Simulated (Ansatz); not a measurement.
Total energies of C$_{2}$H$_{5}$F$_{2}$InN, SMILES `[CH2][N](C)[In]([F])[F]` radical.

Cartesian coordinates in Å:
```
C -0.480 -0.594 -1.175
N -0.291 0.021 -0.090
C -0.519 -0.618 1.185
In 0.791 2.080 -0.164
F 2.161 1.350 1.074
F 1.142 1.756 -2.097
H -0.848 -1.623 -1.189
H -0.248 -0.086 -2.109
H -1.267 -0.050 1.742
H 0.414 -0.583 1.752
H -0.856 -1.652 1.071
```

Charge 0, multiplicity 2. Correlated methods include outer-core shells of In, which these sets cover unevenly. In takes the def2 core potential. The geometry is a stationary point of PBE0-D4/def2-TZVP. It is one conformer, not always the lowest. Basis def2-TZVPP, the Gaussian-basis code of Ansatz.

RPA on PBE orbitals: Hartree–Fock energy of these orbitals -521.28194 Eh, correlation -2.01811 Eh (frozen core).

| functional | kind | energy without D4 (Eh) | D4 term (kJ/mol) |
| --- | --- | --- | --- |
| r2SCAN | meta-GGA | -523.89324 | -5.8 |
| r2SCANh | meta-GGA hybrid, 10 % | -523.85941 | -6.2 |

Give the same for LDA (SPW92), PBE, revPBE, BLYP, B97M-V, PBE0, B3LYP, r2SCAN0, HSE06 (plane-wave form), BHLYP, CAM-B3LYP, LC-ωPBE, ωB97X-V, ωB97M-V, B2PLYP, PBE-QIDH. (An estimate is asked.)

The calculation gave: 
```tsv
functional	kind	energy without D4 (Eh)	D4 term (kJ/mol)
LDA (SPW92)	LDA	-521.20295	–
PBE	GGA	-523.62073	-23.6
revPBE	GGA	-523.92036	-69.7
BLYP	GGA	-523.87295	-51.4
B97M-V	meta-GGA with VV10	-523.89931	–
PBE0	global hybrid, 25 % exact exchange	-523.62424	-20.0
B3LYP	global hybrid, 20 %	-524.05323	-38.1
r2SCAN0	meta-GGA hybrid, 25 %	-523.81088	-6.8
HSE06 (plane-wave form)	screened hybrid	-523.60730	-18.8
BHLYP	global hybrid, 50 %	-523.74337	-30.2
CAM-B3LYP	range-separated hybrid	-523.84755	-20.5
LC-ωPBE	long-range corrected hybrid	-523.81362	–
ωB97X-V	range-separated hybrid GGA with VV10	-523.84814	–
ωB97M-V	range-separated hybrid meta-GGA with VV10	-523.81806	–
B2PLYP	double hybrid	-523.54789	–
PBE-QIDH	double hybrid	-523.37644	–
```

B3LYP takes the VWN-RPA correlation (the form of Gaussian; ORCA's B3LYP/G). HSE06 is the plane-wave form, built on full-range PBE exchange. The double hybrids freeze the cores in their second-order part.

LC-ωPBE has ω = 0.4 bohr⁻¹.
